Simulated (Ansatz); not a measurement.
A run for Ansatz (a first-principles code): SC-NEVPT2 on CASSCF(2,2)/cc-pV(T+d)Z on FHSi (SMILES F[SiH]), a point of a bond scan (R = 4.153 Å). Files ending in .json are basis or fitting sets from the Basis Set Exchange.

Ansatz 0.2 input:
```yaml
crystal:
  periodic: [false, false, false]
  atoms:
    - {symbol: Si, position_ang: [-0.20727404, -0.34538525, 0.44957300]}
    - {symbol: H, position_ang: [-2.35602838, -2.63906984, -2.26484705]}
    - {symbol: F, position_ang: [0.43388284, 0.67003240, -0.63758381]}
basis:
  gaussian:
    orbitals: cc-pV_T+d_Z.json
    pivot_positions_ang: [[-0.20727404, -0.34538525, 0.44957300], [-2.35602838, -2.63906984, -2.26484705], [0.43388284, 0.67003240, -0.63758381]]
magnetization: {spin_polarized: false}
correlation: {method: sc_nevpt2, electrons: outside_noble_gas, active_space: {window: {electrons: 2, orbitals: 2}}}
output: {orbitals: {seedname: ./end}}
```

Output:

```
WARN ansatz: RAYON_NUM_THREADS=1 ignored (pool sized by the plan → 1); use --threads N
Functional definition: HF
integrals: 0.02 GiB planned
576 factors; integrals over basis functions are off by at most 3.7e-4 eV
mean field: 0.12 GiB planned
mean field evaluation 1: about -10576.5547 eV, gradient 2.9e1 eV
mean field evaluation 2: about -10576.5552 eV, gradient 2.9e1 eV
mean field evaluation 4: about -10579.2523 eV, gradient 9.0e0 eV
mean field evaluation 8: about -10579.8936 eV, gradient 1.8e-1 eV
mean field evaluation 16: about -10579.8845 eV, gradient 6.1e-1 eV
mean field -10579.89396080 eV, -388.8039317498 hartree, gradient 9.3e-7 eV, S^2 0.000000; 2 other end points of the search recorded, 0 dependent functions left out; unrestricted orbitals would lower it
reference -10579.89396080 eV, -388.8039317498 hartree; 12, 12 occupied and 71, 71 virtual orbitals, 576 factors
configuration interaction: 0.12 GiB planned
configuration interaction: 0.00 GiB planned
state -10582.85307707 eV, -388.9126772669 hartree
state -10582.85307707 eV, -388.9126772669 hartree; corrected -10591.95046078 eV, -389.2469999519 hartree
Total energy: -10591.95046078 eV, -389.2469999519 hartree
```

The calculation finished and met its thresholds.

Cost: about 0.6 core-seconds (a rough figure).
